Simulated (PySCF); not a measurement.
Identify the unknown among the candidates.

All candidates are C5H11ClSi.

| technique | computed result |
| --- | --- |
| Triplet | lowest triplet excitation (Tamm–Dancoff): 6.49 eV [TDA PBE0/def2-SVPD] |
| Rotational structure | rotational constants A, B, C: 3.496, 0.970, 0.859 GHz [GFN2-xTB] |
| UV, strongest line | among the 8 lowest singlet transitions: S6 at 8.12 eV (153 nm, f = 0.058) [TDDFT PBE0/def2-SVPD] |
| Polarisability | 97.5 au [PBE0/def2-SVPD] |
| Dipole | 1.88 D [PBE0/def2-SVPD] |
| UV, first state | lowest singlet excitation: 7.15 eV (173 nm, f = 0.001) [TDDFT PBE0/def2-SVPD] |

Electronic properties: PySCF, gas phase, density fitting. Levels stand in brackets. Geometry: GFN2-xTB, one conformer, isolated molecule.

**Question.** Which candidate is it?
A. `[SiH3][C@@H]1CC[C@@H](Cl)C1`
B. `[SiH3][C@@H]1CCC[C@@H]1Cl`
C. `CC(C)[SiH2]/C=C/Cl`

**Answer.** A. It is `[SiH3][C@@H]1CC[C@@H](Cl)C1`. Numbering: `[SiH3:1][C@@H:2]1[CH2:3][CH2:4][C@@H:5]([Cl:6])[CH2:7]1`. Its formula, C5H11ClSi, gives 1 degree of unsaturation: 1 ring and 0 π bonds in the structure found. The optimised geometry has point group C1 and is an asymmetric top.

The others, at the same levels:
- `CC(C)[SiH2]/C=C/Cl` fails: its computed lowest singlet excitation is 6.09 eV (204 nm, f = 0.310) (against 7.15 eV), lowest triplet excitation (Tamm–Dancoff) is 4.04 eV (against 6.49 eV) and static isotropic polarisability is 104.1 au (against 97.5 au).
- `[SiH3][C@@H]1CCC[C@@H]1Cl` fails: its computed strongest line among the 8 lowest singlet transitions is S4 at 7.68 eV (161 nm, f = 0.077) (against S6 at 8.12 eV), rotational constant A is 2.206 GHz (against 3.496 GHz) and smallest rotational constant is 1.078 GHz (against 0.859 GHz).

Each candidate is one conformer, not necessarily the lowest. Dipoles, sizes and rotational constants follow the conformer. The torsions of the flexible species, by atom-mapped SMILES:
- `[CH3:1][CH:2]([CH3:3])[SiH2:4]/[CH:5]=[CH:6]/[Cl:7]`: C1–C2–Si4–C5 60°, C2–Si4–C5–C6 101°

The conformers of `[SiH3][C@@H]1CC[C@@H](Cl)C1` and `[SiH3][C@@H]1CCC[C@@H]1Cl` aren't listed.
